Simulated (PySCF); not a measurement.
Computed shifts of a molecule C2H4BNO2, PySCF with PBE/pcSseg-1, GIAO, gas phase, atoms alike by connectivity averaged where their shifts nearly agree, in ppm (number of nuclei): ¹³C: 121.6 (1), 6.8 (1). ¹H: 5.20 (1), 0.68 (3). ¹⁵N: 75.1 (1). References: ¹¹B against BF3 (σ = 83.9 ppm); ¹³C against TMS (σ = 182.0 ppm); ¹H against TMS (σ = 31.49 ppm); ¹⁵N against NH3 (σ = 267.0 ppm); ¹⁷O against H2O (σ = 334.3 ppm), references at their B3LYP-D3(BJ)/def2-TZVP geometries, non-relativistic. Geometry optimised at PBE0-D3(BJ)/def2-SVP. Other conformers were not sampled.

Problem. Identify the compound among the candidates.
A. CC1=NB(O)O1
B. OB1C=NCO1
C. CB(O)N=C=O
D. OB1COC=N1

Solution. C, CB(O)N=C=O
